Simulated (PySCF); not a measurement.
Atoms are numbered as in `[CH2:1]=[CH:2][B@H-:3]1[NH2+:4][B@@H-:5]([CH3:6])[NH2+:7]1` (H(Xn): hydrogen on atom n). Ha(C1) is cis to B3; Ha(N4), Ha(N7) are cis to C2 on the ring; Hb(C1) is trans to B3; Hb(N4), Hb(N7) are trans to C2 on the ring.

One computed conformer, equivalent nuclei averaged, gas phase, no relativistic terms. J: B3LYP/pcJ-1 (spin–dipole term only in couplings to heteroatoms); coordinates at the PBE0-D3(BJ)/def2-SVP level; NMR shieldings at PBE0/pcSseg-1/GIAO; PySCF 2.14.

List the cross peaks expected in HSQC, COSY and HMBC spectra.

Results:



HSQC (one-bond C–H):
```csv
δH,δC,"¹J(C,H) (Hz)"
6.57 (H(C2)),157.2 (C2),140
5.68 (Hb(C1)),124.1 (C1),168
5.18 (Ha(C1)),124.1 (C1),156
-0.02 (H(C6)),8.1 (C6),122
```

COSY cross peaks (|J| ≥ 2 Hz):
```csv
δH,δH,abs. J (Hz),bonds
6.57 (H(C2)),5.68 (Hb(C1)),14.3,3
6.57 (H(C2)),5.18 (Ha(C1)),20.7,3
6.57 (H(C2)),3.68 (H(B3)),2.9,3
5.68 (Hb(C1)),5.18 (Ha(C1)),2.7,2
5.68 (Hb(C1)),3.68 (H(B3)),2.7,4
5.18 (Ha(C1)),3.68 (H(B3)),2.5,4
3.50 (H(B5)),-0.02 (H(C6)),5.6,3
```

HMBC (two and three bonds, |J| ≥ 2.5 Hz):
```csv
δH,δC [abs. J in Hz]
6.57 (H(C2)),124.1 (C1) [4.0]
5.68 (Hb(C1)),157.2 (C2) [3.0]
5.18 (Ha(C1)),157.2 (C2) [2.7]
3.68 (H(B3)),"157.2 (C2) [2.6], 124.1 (C1) [4.3]"
```

Shifts are taken against calculated references (same method and geometry level): TMS for ¹H (σref 31.27) and ¹³C (σref 184.41).

Exchangeable OH/NH protons stand at their gas-phase positions; hydrogen bonding in a real sample shifts them, mostly to higher δ. Hydrogens on boron are broadened and split by ¹¹B (spin 3/2, 80 %) and 10B (spin 3). A carbon bonded to boron is broadened by the quadrupolar boron nucleus and is often missing from a measured spectrum. Unscaled 3J(H,H) at this level run about 10 % above measured values. Shifts are as computed. Against solution values, carbons near 30 ppm lie about +2 ppm off and those near 130 ppm about +5 ppm. Of 1313 compounds with measured shifts, 239 miss one by over three times the rms of a fit or turn the order of signals round; such compounds aren't used in these exercises. Only one conformer was computed, so three-bond couplings in flexible chains and rings are approximate.
